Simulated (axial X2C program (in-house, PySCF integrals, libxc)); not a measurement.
# Nuclear properties of InOH⁻

Calculated with an in-house all-electron X2C program for linear molecules (integrals from PySCF): two-component X2C with atomic mean-field Coulomb and Gaunt terms, Gaussian nuclei, basis In dyall-v3z, O dyall-av3z, H dyall-v3z with contracted cores.

In–O–H held linear, with bonds 2.090 and 0.954 Å (near the PBE0 minimum at charge -1 of the determinant lowest at the starting distance; the state shown can have its own minimum elsewhere, held linear; other orders of the atoms were not compared).

Determinant lowest in the PBE0 search, Ω = 1/2 (⟨Sz⟩ = -0.50, ⟨Lz⟩ = 1.00 at PBE0), spin on the atoms In -0.54, O 0.04, H 0.00:

```tsv
level	Eeff magnitude (GV/cm)	Ws magnitude In (kHz)	A∥/gI In (MHz)	qzz In (a.u.)	A∥/gI O (MHz)	qzz O (a.u.)	A∥/gI H (MHz)	qzz H (a.u.)
PBE0	0.0647	0.162	1370	-0.98	62.3	1.66	2.2	0.54
HF	1.15	1.41	1560	-1.48	29	1.74	1.57	0.54
BHandHLYP	0.103	0.0191	1210	-1.03	47.3	1.71	1.68	0.53
```

Determinant 0.11 eV from it at PBE0 and this distance, Ω = 3/2 (⟨Sz⟩ = 0.50, ⟨Lz⟩ = 1.00 at PBE0), spin on the atoms In 0.54, O -0.04, H 0.00:

```csv
level,Eeff magnitude (GV/cm),Ws magnitude In (kHz),A∥/gI In (MHz),qzz In (a.u.),A∥/gI O (MHz),qzz O (a.u.),A∥/gI H (MHz),qzz H (a.u.)
PBE0,0.608,0.255,-16.2,-1.26,13.7,1.65,0.815,0.54
HF,2.52,0.989,-155,-1.74,17.5,1.74,0.661,0.54
BHandHLYP,0.62,0.265,51.1,-1.31,15.6,1.71,0.818,0.53
```

Eeff is the effective electric field on the electron electric dipole moment in this Ω state and Ws the scalar–pseudoscalar constant of the nucleus named (defined with the proton number Z and per Ω); A∥ (defined per Ω) follows by multiplying with gI = μI/(I μN); qzz is the electric field gradient, eQq0 = 234.96 MHz × Q/barn × qzz. The operators were transformed with the bare-nucleus X2C matrices; with these basis sets, hyperfine constants and field gradients can be off by tens of per cent, and where levels differ in sign neither size nor sign is settled.

(1) With gI(115In) = 1.2313, Q(115In) = 0.772 barn, Q(17O) = -0.02558 barn, gI(1H) = 5.5857 (g factors from the IAEA table of nuclear moments by Stone; Q from Pyykkö, Mol. Phys. 2018), turn the PBE0 values of the first state into constants in MHz.

The molecule was held linear; bending was not examined, so a bent shape may lie lower.

Each state is one determinant with collinear spin. Unrestricted Hartree–Fock can overshoot spin polarisation at the nuclei. In the state Ω = 1/2 the sign of Eeff differs between levels (BHandHLYP against PBE0). For an anion, determinants above electron detachment, or with a positive highest level, are held by the basis set. Where Eeff spreads by more than a factor of two the levels disagree and none is to be relied on. The search compared states at one distance, so a state with another bond length can lie lower. The sign of Ws at In differs between levels in the first state. Where a field gradient or hyperfine factor spreads by more than a factor of two over the levels, a constant derived from it is not to be relied on. PBE0 term energies can be off by some tenths of an eV.

Results:

(1) A∥(115In) = 1370 × 1.2313 = 1690 MHz; eQq0(115In) = 234.96 × (0.772) × (-0.98) = -178 MHz; eQq0(17O) = 234.96 × (-0.02558) × (1.66) = -9.98 MHz; A∥(1H) = 2.2 × 5.5857 = 12.3 MHz.
